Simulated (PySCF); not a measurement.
H4OSSeSi, SMILES [SiH3]O[Se]S. Atoms are numbered in the order given.

```xyz
8

Se     0.0872     0.0298     0.9198
S     -0.7497     1.8781     0.0730
H     -2.0414     1.7387     0.5097
O     -0.2915    -1.2638    -0.3462
Si     0.7391    -1.3275    -1.7044
H      0.2087    -2.4599    -2.5345
H      2.1617    -1.6007    -1.2970
H      0.6849    -0.0441    -2.4866
```
Charge 0, spin multiplicity 1.

Coordinates come from a PBE-D3(BJ)/def2-SVP optimisation. This is a generated structure with no PubChem entry under its InChIKey; it may be hypothetical. The values are those of a single conformer.

Method: PBE-D3(BJ)/def2-SVP in PySCF.

Frequencies are harmonic and unscaled.

Computed vibrational spectrum:
```json
[
 {"mode": "1", "ν (cm⁻¹)": "62", "IR (km/mol)": "1.1", "moving atoms (share of kinetic energy)": "S 28 %, H 26 %, Si 23 %, O 12 %, Se 11 %"},
 {"mode": "2", "ν (cm⁻¹)": "102", "IR (km/mol)": "0.3", "moving atoms (share of kinetic energy)": "H 71 %, S 16 %, Si 9 %"},
 {"mode": "3", "ν (cm⁻¹)": "148", "IR (km/mol)": "2.2", "moving atoms (share of kinetic energy)": "Si 35 %, O 24 %, H 23 %, Se 17 %"},
 {"mode": "4", "ν (cm⁻¹)": "214", "IR (km/mol)": "3.6", "moving atoms (share of kinetic energy)": "O 56 %, S 15 %, Se 15 %, H 13 %"},
 {"mode": "5", "ν (cm⁻¹)": "383", "IR (km/mol)": "24.1", "moving atoms (share of kinetic energy)": "S 66 %, Se 29 %"},
 {"mode": "6", "ν (cm⁻¹)": "392", "IR (km/mol)": "16.2", "moving atoms (share of kinetic energy)": "H 87 %"},
 {"mode": "7", "ν (cm⁻¹)": "509", "IR (km/mol)": "28.0", "moving atoms (share of kinetic energy)": "O 55 %, Se 18 %, H 16 %, Si 10 %"},
 {"mode": "8", "ν (cm⁻¹)": "678", "IR (km/mol)": "34.8", "moving atoms (share of kinetic energy)": "H 84 %, Si 9 %"},
 {"mode": "9", "ν (cm⁻¹)": "695", "IR (km/mol)": "59.1", "moving atoms (share of kinetic energy)": "H 74 %, O 16 %, Si 9 %"},
 {"mode": "10", "ν (cm⁻¹)": "791", "IR (km/mol)": "17.4", "moving atoms (share of kinetic energy)": "H 94 %"},
 {"mode": "11", "ν (cm⁻¹)": "822", "IR (km/mol)": "261.6", "moving atoms (share of kinetic energy)": "O 69 %, Si 27 %"},
 {"mode": "12", "ν (cm⁻¹)": "897", "IR (km/mol)": "62.4", "moving atoms (share of kinetic energy)": "H 96 %"},
 {"mode": "13", "ν (cm⁻¹)": "910", "IR (km/mol)": "108.2", "moving atoms (share of kinetic energy)": "H 95 %"},
 {"mode": "14", "ν (cm⁻¹)": "939", "IR (km/mol)": "174.6", "moving atoms (share of kinetic energy)": "H 93 %"},
 {"mode": "15", "ν (cm⁻¹)": "2161", "IR (km/mol)": "79.9", "moving atoms (share of kinetic energy)": "H 98 %"},
 {"mode": "16", "ν (cm⁻¹)": "2170", "IR (km/mol)": "97.1", "moving atoms (share of kinetic energy)": "H 96 %"},
 {"mode": "17", "ν (cm⁻¹)": "2190", "IR (km/mol)": "115.5", "moving atoms (share of kinetic energy)": "H 96 %"},
 {"mode": "18", "ν (cm⁻¹)": "2537", "IR (km/mol)": "4.6", "moving atoms (share of kinetic energy)": "H 97 %"}
]
```
